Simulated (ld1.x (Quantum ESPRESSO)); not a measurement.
Before and after: TM potential for sulfur

sulfur, norm-conserving Troullier–Martins (Kleinman–Bylander form), made with ld1.x (Quantum ESPRESSO) 7.5 (LDA (PZ), non-relativistic). Core [Ne], reference 3s2 3p4. Waves: 3p (bound): rc 1.80 bohr; 3d channel at 0.05 Ry: rc 1.80 bohr; 3s (bound): rc 1.00 bohr. Local part: the s channel. Core correction: Bessel-smoothed model core inside 0.70 bohr.

Change: all radii but the core radius scaled by about 1.09 (s 1.10, p 1.96, d 1.96 bohr).

Cutoffs: the cutoffs (Ry, on a coarse ladder) from which the occupation-weighted sum of valence levels, in a spherical-Bessel basis at the reference potential, stays within 10 and 1 mRy of its value at 400 Ry; they do not see the model core or the augmentation charge, which bear on the density cutoff. Errors are all-electron minus pseudo energies relative to the spin-unpolarised reference configuration.

Problem. How do hardness, ghosts and transferability respond?

Solution. The potential gets softer (90 Ry and 230 Ry → 60 Ry and 140 Ry); of the 9 tests that both files solve, the error grows in 1 and shrinks in 6 by more than 15 % and 0.3 meV (median size 8.7 → 6.7 meV); neither file shows a bound ghost. A larger radius leaves more room for a smooth pseudo-wave, so fewer plane waves are needed.

| quantity | base | changed |
| --- | --- | --- |
| cutoff, loose | 90 Ry | 60 Ry |
| cutoff, tight | 230 Ry | 140 Ry |
| loose cutoff by channel (10 mRy a level) | p 10 Ry, s 70 Ry | p 10 Ry, s 50 Ry |
| bound ghosts | none | none |
| error for 3s2 3p3, meV [ΔE 11.88 eV] | +6.1 | +5.0 |
| error for 3s2 3p2, meV [ΔE 34.26 eV] | +39 | +30 |
| error for 3s2 3p1, meV [ΔE 68.43 eV] | +125 | +94 |
| error for 3s0 3p6, meV [ΔE 20.34 eV] | -27 | -2.3 |
| error for 3s1 3p4, meV [ΔE 22.53 eV] | +4.3 | +7.8 |
| error for 3s2 3p4.3, meV [ΔE -1.74 eV] | +0.3 | +0.2 |
| error for 3s2 3p3.5, meV [ΔE 4.72 eV] | +1.2 | +1.0 |
| error for 3s2 3p4 (spin-polarised), meV [ΔE -0.71 eV] | +8.7 | +6.7 |
| error for 3s2 3p3 (spin-polarised), meV [ΔE 9.91 eV] | +30 | +22 |
